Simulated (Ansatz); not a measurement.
The cluster Cs3I4, relaxed as a doublet with UKS PBE0-D4/def2-SVP in Ansatz, starting from the GFN1-xTB geometry. Force threshold 0.02 eV/Å.

In the def2 sets Cs, I take a core potential; there is no spin–orbit coupling. In the doublet, I5 and I6 lie 3.27 Å apart (atoms count from 1), so these atoms are partly bonded to each other. The structure comes from a short search, and lower isomers may exist.

Start:

```xyz
7

Cs    2.635   -0.015    0.132
Cs   -0.745   -2.594    0.173
Cs   -1.006    1.325    1.970
I     1.081   -1.413    3.234
I    -2.168   -1.274   -2.985
I    -0.634    0.841   -1.784
I     0.837    3.131   -0.739
```

```csv
step,energy (eV),largest force component (eV/Å),SCF passes
1,-34058.1680,2.675,18
2,-34059.0757,1.395,22
3,-34059.5957,0.705,22
4,-34059.9136,0.355,24
5,-34060.0692,0.194,25
6,-34060.1283,0.098,25
7,-34060.1525,0.097,25
8,-34060.1747,0.062,24
9,-34060.1889,0.040,22
10,-34060.1974,0.030,22
11,-34060.1988,0.042,22
12 (rejected),-34060.1889,0.111,22
13,-34060.2007,0.011,22
14,-34060.2012,0.008,19
15,-34060.2025,0.017,21
16,-34060.2062,0.069,24
17,-34060.2121,0.126,24
18,-34060.2235,0.140,21
19,-34060.2391,0.145,21
20,-34060.2607,0.142,22
21,-34060.2882,0.141,22
22,-34060.3218,0.132,22
23,-34060.3573,0.138,22
24,-34060.3897,0.098,22
25,-34060.3983,0.114,24
26,-34060.4047,0.051,22
27 (rejected),-34060.3995,0.106,22
28,-34060.4090,0.017,22
```

Force components are those of the run's own axes.

End:

```csv
atom,x (Å),y (Å),z (Å)
Cs1,3.0052,0.7397,0.1995
Cs2,-0.6699,-3.5346,-0.2395
Cs3,-1.4702,1.6173,0.9446
I4,0.6491,-1.2994,2.2664
I5,-3.0083,-0.9201,-1.5592
I6,0.1324,-0.4680,-2.3318
I7,1.3617,3.8651,0.7199
```

Bonds lost: I6–I7 (atoms count from 1). Bonds formed: Cs3–I5 (atoms count from 1). Metal–metal contacts that move far: Cs1–Cs2 4.25 to 5.65 Å. The end is the same structure that another start reached, the lowest one found.

The force fell under the threshold at step 13, but the optimiser went on and released 0.208 eV more. No frequencies were taken in this run, so the end may be a saddle point.

Run time 2.7 min (4 threads of Intel Xeon 6975P-C on a shared host), peak host memory 0.96 GiB.
